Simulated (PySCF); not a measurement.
The 7-electron isoelectronic series, spin-free X2C

All values are computed (PySCF 2.14, energy differences of UHF-based or UKS calculations, no spin-orbit coupling). Each ion has its own even-tempered basis scaled to its charge (18s13p5d5f4g for the first); frozen: nothing. Ionisation energies in eV, correlation energies of the ion in mhartree.

```tsv
ion	configuration	UHF	LDA	PBE	PBE0	r2SCAN	MP2 (all electrons)	E_corr MP2	NIST (with spin-orbit, Breit and QED)
W⁶⁷⁺	[He] 2s2 2p3 (4S)	17146.4	17137.5	17140.0	17141.9	17146.9	17146.6	-261.0	16588 ± 11 (s)
Re⁶⁸⁺	[He] 2s2 2p3 (4S)	17664.1	17655.0	17657.6	17659.6	17664.6	17664.3	-263.0	17120 ± 50 (t)
Os⁶⁹⁺	[He] 2s2 2p3 (4S)	18190.5	18181.3	18184.0	18185.9	18191.1	18190.8	-264.6	17620 ± 50 (t)
Ir⁷⁰⁺	[He] 2s2 2p3 (4S)	18725.7	18716.3	18719.1	18721.0	18726.3	18726.0	-266.3	18120 ± 60 (t)
Pt⁷¹⁺	[He] 2s2 2p3 (4S)	19269.7	19260.2	19263.0	19265.0	19270.3	19270.1	-268.3	18630 ± 60 (t)
Au⁷²⁺	[He] 2s2 2p3 (4S)	19822.7	19812.9	19815.8	19817.9	19823.3	19823.0	-270.2	19150 ± 70 (t)
Hg⁷³⁺	[He] 2s2 2p3 (4S)	20384.6	20374.7	20377.6	20379.7	20385.2	20384.9	-272.0	19680 ± 90 (t)
Tl⁷⁴⁺	[He] 2s2 2p3 (4S)	20955.5	20945.4	20948.5	20950.6	20956.2	20955.9	-274.3	20210 ± 90 (t)
Pb⁷⁵⁺	[He] 2s2 2p3 (4S)	21535.6	21525.3	21528.4	21530.5	21536.2	21536.0	-276.3	20750 ± 100 (t)
Bi⁷⁶⁺	[He] 2s2 2p3 (4S)	22124.8	22114.4	22117.6	22119.7	22125.5	22125.3	-278.4	21300 ± 110 (t)
```

Each ion has its own basis, which adds noise of up to about 0.1 % along the series.

NIST values marked (s) are semi-empirical, (t) theoretical. Open shells are high-spin determinants of the terms that Hund's rules give; for the heavier ions, far from LS coupling, these are not the ground levels.

Spin-orbit coupling of the open shells is absent from the calculated values and included in NIST's; it grows fast with Z.

At high Z the X2C-1e correlation energies are inflated by the missing two-electron picture change in the 1s pairs.
